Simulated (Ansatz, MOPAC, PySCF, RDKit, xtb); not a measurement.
Torsion O1–Si2–S3–H5 in H2OSSi (SMILES O[Si]S); at each angle all else is relaxed with GFN2-xTB, and the levels are single points there.
Geometry at 180° (charge 0, multiplicity 1):
```xyz
5

O     -1.0984     0.2585    -0.1277
Si    -0.1587    -0.9692    -0.6418
S      1.4391    -0.6269     0.8062
H     -1.9438     0.4990    -0.4912
H      2.1799    -1.6349     0.3625
```

```tsv
level	energy at 270° less that at 180° (meV)	minus MP2/CBS(cc-pV(T+d)Z, cc-pV(Q+d)Z) + ΔCCSD(T)/cc-pV(T+d)Z	cost
MMFF94	-31.3	-458.9	-
UFF	1419.3	991.7	-
GFN-FF	1.0	-426.6	-
PM6	73.0	-354.7	-
PM7	150.2	-277.4	-
GFN1-xTB	269.1	-158.5	-
GFN2-xTB	133.2	-294.5	-
HF/STO-3G	429.2	1.6	-
HF/3-21G	430.4	2.8	-
HF/cc-pV(D+d)Z	459.9	32.3	-
HF/cc-pV(Q+d)Z	452.8	25.2	-
SVWN5/def2-TZVPP	447.4	19.8	×0.8
PBE-D3(BJ)/def2-TZVPP	439.3	11.7	×1
PBE-D4/def2-TZVPP	439.7	12.1	×1
BLYP/def2-TZVPP	434.7	7.0	×1
BLYP-D3(BJ)/def2-TZVPP	433.7	6.1	×1
BLYP-D4/def2-TZVPP	434.5	6.9	×1
BP86/6-31G*	458.9	31.3	-
r2SCAN/def2-TZVPP	471.0	43.3	×2
r2SCAN-D3(BJ)/def2-TZVPP	470.7	43.1	×2
r2SCAN-D4/def2-TZVPP	470.9	43.3	×2
B3LYP/3-21G	442.6	15.0	-
B3LYP/6-311+G**	437.4	9.7	-
B3LYP/def2-TZVPP	439.9	12.3	×1
B3LYP-D3(BJ)/def2-TZVPP	439.2	11.5	×1
B3LYP-D4/def2-TZVPP	439.6	12.0	×1
PBE0-D3(BJ)/def2-TZVPP	444.9	17.3	×1
PBE0-D4/def2-TZVPP	445.2	17.6	×1
M06-2X/def2-TZVPP	439.0	11.4	-
wB97X-V/def2-TZVPP	432.2	4.6	×3
wB97M-V/def2-TZVPP	424.5	-3.2	×3
MP2/6-31G*	476.1	48.4	-
MP2/cc-pV(T+d)Z	442.7	15.0	-
SCS-MP2/cc-pV(D+d)Z	453.8	26.2	-
SCS-MP2/cc-pV(Q+d)Z	437.0	9.4	-
CCSD/cc-pV(D+d)Z	441.7	14.1	-
CCSD/cc-pV(T+d)Z	427.9	0.3	-
CCSD(T)/cc-pV(D+d)Z	446.7	19.1	×2
CCSD(T)/cc-pV(T+d)Z	430.4	2.8	×10
MP2/CBS(cc-pV(T+d)Z, cc-pV(Q+d)Z) + ΔCCSD(T)/cc-pV(T+d)Z	427.6	0.0	×20
```

 The comparison column counts from a level with limits of its own.

The rows run from -31.3 (MMFF94) to 1419.3 meV (UFF). The dispersion term adds -0.9 in BLYP-D3(BJ), -0.2 in BLYP-D4, -0.2 in r2SCAN-D3(BJ). The 7 functionals in def2-TZVPP without D3 or D4 span 46.5, from wB97M-V to r2SCAN.

On the grid 0° to 330°, 270° is the highest and 180° the lowest point at MP2/CBS(cc-pV(T+d)Z, cc-pV(Q+d)Z) + ΔCCSD(T)/cc-pV(T+d)Z.

Frozen-core correlation. CBS: X⁻³ extrapolation of the correlation energy, Hartree–Fock from the larger set. Rows in 3-21G, 6-311+G**, 6-31G*, STO-3G carry no dispersion term and start afresh at each structure (6-31G* with six Cartesian d functions). MP2/6-31G* freezes PySCF's default core. The state that PM6, PM7 reach isn't checked; PM7 holds dispersion and hydrogen-bond terms.

The values were computed with Ansatz (a program for electronic structure); MOPAC for PM6, PM7 (differences of heats of formation); PySCF for 3-21G rows, 6-311+G** rows, 6-31G* rows, M06-2X, STO-3G rows, the dispersion terms; RDKit for the force fields; xtb for the GFN methods. Each number belongs to the level named beside it.

Costs are rough ratios of core time to PBE/def2-TZVPP (about 2.9 s over the structures, on one shared machine); a dash marks a level with no comparable run of its own.
